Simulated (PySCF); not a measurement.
Molecule (SMILES): F[Si]F (closed-shell singlet).
Geometry (B3LYP-D3(BJ)/def2-TZVP, fixed):
```xyz
3

Si     0.0153     0.0127     0.5768
F      1.0240    -0.6902    -0.4611
F     -1.0478     0.6704    -0.4362
```
Charge 0, spin multiplicity 1.

Basis-set convergence of the lowest singlet excitation energy at CAM-B3LYP with PySCF. Tamm-Dancoff approximation; the state is taken by its order, and sets in which it differs in degeneracy or brightness are left out, yet its character can still change. All functions are spherical. Density fitting with generated auxiliary sets. No added dispersion term, no relativity. Reference: the value in aug-pcseg-3, 5.816 eV, itself unsure by roughly 0.003 eV (its mean distance from aug-cc-pV(Q+d)Z, aug-pcseg-2, aug-cc-pV(T+d)Z). Deviations are taken from unrounded values. Cost is core time over that of pcseg-1, rough, on shared machines of one kind; a dash marks a row that isn't timed (too short, read off another run, short of memory, by another algorithm or on other hardware).

```tsv
basis	functions	lowest singlet excitation energy (eV)	minus reference (eV)	cost
pcseg-0	31	5.526	-0.290	-
pcseg-1	46	5.792	-0.024	1×
aug-pcseg-1	73	5.789	-0.027	2×
pcseg-2	94	5.829	0.013	3×
aug-pcseg-2	142	5.808	-0.008	9×
pcseg-3	184	5.823	0.007	20×
aug-pcseg-3	259	5.816	0.000	40×
```

The smallest set listed that lies within 0.2 eV of the reference with all its larger relatives (same family, alike in diffuse functions; a set with none counts only in the reference's own line) is pcseg-1 (46 functions, 1× in cost, -0.024 eV off).
